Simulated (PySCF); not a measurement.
An unknown shows these calculated signals:

¹H NMR (400 MHz, computed): δ 7.02 (m, 1H), 6.74 (m, 1H), 4.70 (t, 2H), 3.17 (t, 2H).

¹³C{¹H} NMR (computed): δ 143.3 (CH2), 141.1 (C), 133.9 (C), 29.0 (CH2).

Rapidly exchanging positions averaged, gas phase, relativity neglected, a single conformation. NMR shieldings at PBE0/pcSseg-1/GIAO; GFN2-xTB structure; PySCF 2.14.

Scale: TMS for ¹H, ¹³C (reference shieldings calculated alike).

Q: Which of these does the molecule contain: a ketone, a methoxy group, a CF3 group, a Si–CH3 group, a non-aromatic C=C double bond, a Si–H bond?

A: 
- A ketone: no.
- A methoxy group: no.
- A CF3 group: yes (δC 133.9).
- A Si–CH3 group: no.
- A non-aromatic C=C double bond: yes.
- A Si–H bond: yes (δH 4.70 (t)).

The data belong to `InChI=1S/C4H6ClF3Si/c1-3(9-2-5)4(6,7)8/h1-2,9H2`; they needn't prove each group on their own.

Carbon signals by region: 3 in the sp2 and nitrile region (100–160 ppm), 1 below 50 ppm.

Carbons that carry Cl, above all several Cl atoms, come out too deshielded, partly because spin–orbit coupling is missing. Splittings by ¹⁹F in the carbon and heteronuclear signals aren't shown, as no couplings were computed. Shifts are as computed. Against solution values, carbons near 30 ppm lie about +3 ppm off and those near 130 ppm about +5 ppm; carbons on Cl a further +6 ppm. Of 1309 compounds with measured shifts, 239 miss one by over three times the rms of a fit or turn the order of signals round; such compounds aren't used in these exercises. Multiplicities follow the n + 1 count of equivalent neighbours, as no J values were calculated; m marks all less simple cases, F and P coupling included.
